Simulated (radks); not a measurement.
Mg3+, configuration [He] 2s2 2p5. Calculated with a radial shooting solver on a logarithmic mesh with Libxc functionals: Dirac Kohn-Sham, PBE, spin-unpolarised, spherical densities, finite nucleus; open shells fill j = l - 1/2 first; Fermi nuclear charge, rms radius 3.057 fm.

Normalised radial functions P(r) = r R(r) (large component), r in bohr:

r,1s1/2,2p1/2,2p3/2
0.009362,0.6780,0.0050,0.0047
0.01143,0.8072,0.0073,0.0069
0.01397,0.9556,0.0106,0.0102
0.01706,1.1239,0.0154,0.0149
0.02083,1.3110,0.0223,0.0217
0.02565,1.5226,0.0328,0.0319
0.03133,1.7364,0.0471,0.0461
0.03827,1.9512,0.0672,0.0660
0.04674,2.1533,0.0952,0.0937
0.05709,2.3250,0.1336,0.1317
0.06973,2.4445,0.1851,0.1829
0.08585,2.4888,0.2560,0.2534
0.1049,2.4330,0.3436,0.3406
0.1281,2.2682,0.4518,0.4484
0.1564,1.9966,0.5799,0.5762
0.1911,1.6398,0.7235,0.7197
0.2334,1.2385,0.8733,0.8695
0.2873,0.8313,1.0202,1.0168
0.3509,0.5005,1.1324,1.1297
0.4286,0.2600,1.1934,1.1916
0.5236,0.1130,1.1846,1.1839
0.6395,0.0396,1.0982,1.0987
0.7873,0.0101,0.9343,0.9358
0.9616,0.0020,0.7293,0.7313
1.175,0.0003,0.5121,0.5142
1.435,0.0000,0.3174,0.3192
1.752,0.0000,0.1691,0.1704
2.14,0.0000,0.0746,0.0753

1s1/2: eigenvalue -1317.1 eV, 0 radial nodes, <r> = 0.131 bohr, 90 % of the charge inside 0.233 bohr. 2p1/2: eigenvalue -96.414 eV, 0 radial nodes, <r> = 0.640 bohr, 90 % of the charge inside 1.08 bohr. 2p3/2: eigenvalue -96.091 eV, 0 radial nodes, <r> = 0.642 bohr, 90 % of the charge inside 1.08 bohr.
